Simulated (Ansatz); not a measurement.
CH₃Si, charge +2, doublet, at a GFN2-xTB geometry of the parent state (a state made from the parent by changing its charge; the spin is typed, not shown lowest); Ansatz (a quantum-chemistry and plane-wave program) with CAM-B3LYP/6-31G.

Ansatz was given this input:
Ansatz 0.2 input:
```yaml
crystal:
  periodic: [false, false, false]
  atoms:
    - {symbol: C, position_ang: [1.17235399, -0.51759579, 0.06293167]}
    - {symbol: Si, position_ang: [-0.45520809, 0.16575315, -0.02265336]}
    - {symbol: H, position_ang: [2.03284901, 0.15627040, 0.05580559]}
    - {symbol: H, position_ang: [-1.16628321, 1.45656207, -0.11024969]}
    - {symbol: H, position_ang: [-1.52777651, -0.82780188, -0.00599886]}
basis:
  gaussian:
    orbitals: 6-31G
hamiltonian:
  xc: cam_b3lyp
total_charge: 2
magnetization: {spin_polarized: true, initial_magnetization: 1}
```

What the program printed (banner, timings and long lists left out):

```
Functional definition: CAM-B3LYP
363 factors; integrals over basis functions are off by at most 2.7e-4 eV
162 factors; integrals over basis functions are off by at most 5.6e-6 eV
mean field evaluation 1: about -8914.9000 eV, gradient 4.7e1 eV
mean field evaluation 2: about -8903.8931 eV, gradient 5.2e1 eV
mean field evaluation 4: about -8929.5609 eV, gradient 1.9e0 eV
mean field evaluation 8: about -8929.7367 eV, gradient 2.4e-1 eV
mean field evaluation 16: about -8929.7449 eV, gradient 1.0e-2 eV
mean field evaluation 32: about -8929.8894 eV, gradient 7.5e-1 eV
mean field -8930.01145168 eV, -328.1718678701 hartree, gradient 3.0e-6 eV, S^2 0.755506; 3 other end points of the search recorded, 0 dependent functions left out
reference -8930.01153737 eV, -328.1718710191 hartree; 11, 10 occupied and 17, 18 virtual orbitals, 363 factors
Total energy: -8930.01153737 eV, -328.1718710191 hartree
```
